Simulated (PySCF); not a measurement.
# Highest orbital energy against ionisation energy along group 15

Calculated with PySCF 2.14, no spin-orbit coupling. Each cell gives −ε(HOMO) / ΔSCF in eV; NIST values include spin-orbit coupling, (s) semi-empirical, (t) theoretical.

| species | UHF | LDA | PBE | PBE0 | r2SCAN | NIST (lowest levels) |
| --- | --- | --- | --- | --- | --- | --- |
| N⁺ (aug-cc-pVDZ, non-relativistic) | 30.352 / 29.225 | 22.028 / 30.087 | 22.058 / 29.961 | 24.265 / 29.959 | 22.820 / 30.171 | 29.601 (s) |
| P⁺ (aug-cc-pV(D+d)Z, non-relativistic) | 19.718 / 19.169 | 14.932 / 19.832 | 14.996 / 19.800 | 16.337 / 19.830 | 15.429 / 19.947 | 19.769 (s) |
| As⁺ (aug-cc-pVDZ-PP with ECP10MDF, ECP) | 18.424 / 17.969 | 13.981 / 18.573 | 13.967 / 18.438 | 15.247 / 18.504 | 14.416 / 18.679 | 18.589 |
| Sb⁺ (aug-cc-pVDZ-PP with ECP28MDF, ECP) | 16.377 / 15.996 | 12.619 / 16.647 | 12.557 / 16.471 | 13.681 / 16.530 | 12.940 / 16.650 | 16.626 ± 0.025 |
| Bi⁺ (aug-cc-pVDZ-PP with ECP60MDF, ECP) | 15.648 / 15.300 | 12.105 / 15.977 | 12.002 / 15.765 | 13.079 / 15.821 | 12.364 / 15.905 | 16.703 |

Question: How far is −ε(HOMO) from ΔSCF on average for each method, and why?

Answer: UHF 0.57 eV; LDA -5.09 eV; PBE -4.97 eV; PBE0 -3.61 eV; r2SCAN -4.68 eV. Hartree-Fock orbital energies lack relaxation and so exceed the ΔSCF value; semilocal functionals have convex E(N) from self-interaction, so their HOMO lies far too high; exact exchange moves hybrids part of the way back.
